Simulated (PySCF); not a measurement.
**C²⁺ (carbon, charge +2): UHF calculation**

Configuration: [He] 2p2, high-spin 3P determinant (an excited configuration). All numbers are calculated (PySCF 2.14, scalar relativity by spin-free X2C-1e, in x2c-QZVPPall (7s4p3d2f1g, 57 functions)).

```json
{
  "Total energy": "-35.857353 hartree",
  "One-electron energy": "-43.7420 hartree",
  "Hartree (Coulomb) energy": "12.2484 hartree",
  "Exchange energy": "-4.3638 hartree",
  "⟨S²⟩": "2.0001",
  "⟨L²⟩": "2.000",
  "Sum of ⟨r⟩": "3.182 bohr",
  "Sum of ⟨r²⟩": "4.468 bohr²",
  "Traceless quadrupole moment −½Σ⟨3z² − r²⟩ along its main axis": "0.855 e·bohr²",
  "Langevin diamagnetic susceptibility": "-3.54 ×10⁻⁶ cm³/mol"
}
```

```tsv
shell	electrons	mean orbital energy (eV)	rms radius, mean of both spins (bohr)
1s α	1	-342.50	0.312
1s β	1	-340.85	0.312
2p α	2	-38.915	1.46
```

Spin-orbit constants ζ (cm⁻¹) from the X2C one-electron operator on these orbitals: bare nucleus, nucleus screened by l(l+1)(2l+1)/3 electrons, and screened by the Breit-Pauli mean field of the electrons.

```csv
shell,bare,screened nucleus,mean field
2p,97.33,64.89,54.06
```

To first order the Landé constant is A = 27.03 cm⁻¹, so the lowest level has J = 0 and lies 0.00670 eV below the centre of the term. This holds in LS coupling only.
